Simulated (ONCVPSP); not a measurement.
**Configuration tests for P (ONCV)**

P, optimised norm-conserving Vanderbilt (ONCV), made with ONCVPSP 4.0.1 (LDA (Perdew-Zunger), scalar-relativistic). Core [Ne], reference 3s2 3p3. Waves: 3s: rc 1.60 bohr, ncon 4, nbas 9, qcut 3.1 1/bohr, 2 projectors, debl 0.5 Ha; 3p: rc 1.90 bohr, ncon 4, nbas 9, qcut 3.6 1/bohr, 2 projectors, debl 3.6 Ha; d scattering state at 0.1 Ha: rc 1.90 bohr, ncon 4, nbas 7, qcut 4.8 1/bohr, 2 projectors, debl 3.2 Ha. Local part: polynomial inside 1.55 bohr (lpopt 3, dvloc0 1 Ha). Core correction: none.

In the s channel the program set the typed energies aside and used -0.515, 0.250 Ha.

Energies are relative to the spin-unpolarised reference configuration 3s2 3p3; without spin polarisation the order of configurations can differ from experiment.

```json
{"valence configuration": "3s2 3p2", "charge": "+1", "ΔE all-electron (eV)": "9.821", "error AE − PS (meV)": "+2.6"}
{"valence configuration": "3s2 3p0", "charge": "+3", "ΔE all-electron (eV)": "58.965", "error AE − PS (meV)": "+129"}
{"valence configuration": "3s1 3p3", "charge": "+1", "ΔE all-electron (eV)": "18.893", "error AE − PS (meV)": "+5.0"}
```

Task: What are ΔE and the potential's error for 3s2 3p1?

Result: ΔE = 29.070 eV all-electron; the error (AE − PS) is +28 meV.

Levels in the configuration 3s2 3p2:

| level | all-electron (eV) | pseudo (eV) |
| --- | --- | --- |
| 3s | -23.325 | -23.315 |
| 3p | -14.306 | -14.297 |
